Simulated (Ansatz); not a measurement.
`[SiH3][CH2][ZnH]` and `O[SiH2][CH2][ZnH]` differ in one atom or group.

Ansatz, PBE0-D4/def2-TZVP geometries, multiplicity 1. Each molecule was computed in one conformer, which needn't be the lowest.

Scalar relativity is left out up to krypton.

| property | `[SiH3][CH2][ZnH]` |
| --- | --- |
| size of the dipole moment (PBE/def2-TZVPP) / D | 1.11 |
| HOMO energy (PBE/def2-TZVPP) / eV | -6.51 |
| HOMO–LUMO gap (PBE0/def2-TZVPP) / eV | 7.08 |
| LUMO energy (ωB97M-V/def2-TZVPP) / eV | 0.82 |
| LUMO energy (B3LYP/def2-TZVPP) / eV | -0.79 |
| size of the dipole moment (B3LYP/def2-TZVPP) / D | 1.10 |

Q: What does the change do to each property? (Best estimate.)

A: Computed: 
```json
{"property": "size of the dipole moment (PBE/def2-TZVPP) / D", "`O[SiH2][CH2][ZnH]`": "0.97", "shift": "-0.14"}
{"property": "HOMO energy (PBE/def2-TZVPP) / eV", "`O[SiH2][CH2][ZnH]`": "-6.24", "shift": "0.27"}
{"property": "HOMO–LUMO gap (PBE0/def2-TZVPP) / eV", "`O[SiH2][CH2][ZnH]`": "7.15", "shift": "0.07"}
{"property": "LUMO energy (ωB97M-V/def2-TZVPP) / eV", "`O[SiH2][CH2][ZnH]`": "1.13", "shift": "0.31"}
{"property": "LUMO energy (B3LYP/def2-TZVPP) / eV", "`O[SiH2][CH2][ZnH]`": "-0.44", "shift": "0.35"}
{"property": "size of the dipole moment (B3LYP/def2-TZVPP) / D", "`O[SiH2][CH2][ZnH]`": "1.06", "shift": "-0.04"}
```

With PBE0 the HOMO rises by 0.28 eV and the LUMO rises by 0.35 eV, so the gap widens by about 0.07 eV. PBE moves the HOMO by 0.27 eV and ωB97M-V by 0.28 eV. Dipoles are sizes alone; their direction can turn.

Positive LUMOs are unbound, so they and the gaps depend on the basis.

B3LYP here is the variant with VWN-RPA as its local correlation; programs differ in this.
